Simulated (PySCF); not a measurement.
Isomers of C5H5F3OS, one GFN2-xTB conformer each. Single-point energies are computed at PBE0/pcSseg-1 (PySCF, gas phase, no added dispersion term), electronic only.

```csv
SMILES,GFN2-xTB relative energy (kJ/mol)
C=C(SC)C(=O)C(F)(F)F,59.7
C=C(CC=S)OC(F)(F)F,0.0
```

Conformers: `[CH2:1]=[C:2]([S:3][CH3:4])[C:5](=[O:6])[C:7]([F:8])([F:9])[F:10]` with C1–C2–S3–C4 -1°, C1–C2–C5–O6 8°; `[CH2:1]=[C:2]([CH2:3][CH:4]=[S:5])[O:6][C:7]([F:8])([F:9])[F:10]` with C1–C2–C3–C4 -104°, C2–C3–C4–S5 126°, C1–C2–O6–C7 4°.

Problem. What does PBE0/pcSseg-1 give for the same structures?

Solution. 
```json
{"SMILES": "C=C(SC)C(=O)C(F)(F)F", "PBE0/pcSseg-1 E (Eh)": "-965.65641", "PBE0/pcSseg-1 (kJ/mol)": "0.0", "GFN2-xTB (kJ/mol)": "59.7", "point group": "near Cs"}
{"SMILES": "C=C(CC=S)OC(F)(F)F", "PBE0/pcSseg-1 E (Eh)": "-965.65156", "PBE0/pcSseg-1 (kJ/mol)": "12.7", "GFN2-xTB (kJ/mol)": "0.0", "point group": "C1"}
```

GFN2-xTB puts C=C(CC=S)OC(F)(F)F lowest instead. As drawn, the lower has a C=O bond, which the higher lacks; the higher has a C=S bond, which the lower lacks.

Problem. Which frontier levels, dipoles and rotational constants go with these structures?

Solution. 
```
              SMILES  HOMO (eV, PBE0/pcSseg-1)  LUMO (eV)  dipole (D)       A, B, C (MHz)
C=C(SC)C(=O)C(F)(F)F                     -6.91      -2.60        4.47  1921, 862.7, 669.0
  C=C(CC=S)OC(F)(F)F                     -6.80      -2.53        1.60  2585, 508.4, 480.4
```
